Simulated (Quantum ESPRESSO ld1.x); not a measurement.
Question: The table gives one normalised radial function P(r) = r R(r) (large component) of Cr4+ in [Ar] 3d2 (r in bohr). Calculated with ld1.x of Quantum ESPRESSO 7.5: Dirac Kohn-Sham, revPBE, spin-unpolarised, spherical densities, point nucleus; open shells fill j = l - 1/2 first.

| r | P |
|---|---|
| 0.00378 | 0.0059 |
| 0.004805 | 0.0094 |
| 0.00606 | 0.0146 |
| 0.007704 | 0.0231 |
| 0.009793 | 0.0364 |
| 0.01235 | 0.0561 |
| 0.0157 | 0.0869 |
| 0.01996 | 0.1334 |
| 0.02517 | 0.1992 |
| 0.032 | 0.2969 |
| 0.04068 | 0.4335 |
| 0.0513 | 0.6100 |
| 0.06522 | 0.8418 |
| 0.08291 | 1.1171 |
| 0.1046 | 1.4028 |
| 0.1329 | 1.6757 |
| 0.169 | 1.8620 |
| 0.2131 | 1.8950 |
| 0.2709 | 1.7348 |
| 0.3416 | 1.4050 |
| 0.4343 | 0.9641 |
| 0.5521 | 0.5447 |
| 0.6962 | 0.2503 |
| 0.8851 | 0.0838 |
| 1.125 | 0.0195 |
| 1.419 | 0.0031 |
| 1.804 | 0.0003 |
| 2.293 | 0.0000 |
| 2.892 | 0.0000 |
| 3.676 | 0.0000 |

Which n and l does it have? It may be an empty orbital.

Answer: n = 2, l = 1: the number of nodes gives n - l - 1 = 0, the rise at small r points to l (this Dirac orbital starts as r^gamma with gamma = sqrt((l + 1)^2 - (Z/c)^2) = 1.99; the j = 3/2 orbital of l + 1 starts with the same power, but with a smaller coefficient, and then steepens), and the extent must fit the shell. The curve is that of 2p3/2; the two j differ most near the nucleus, where j = l - 1/2 has the larger amplitude, and in heavy atoms j = l - 1/2 is also the more compact. 2p3/2: eigenvalue -620.42 eV, 0 radial nodes, <r> = 0.261 bohr, 90 % of the charge inside 0.428 bohr.
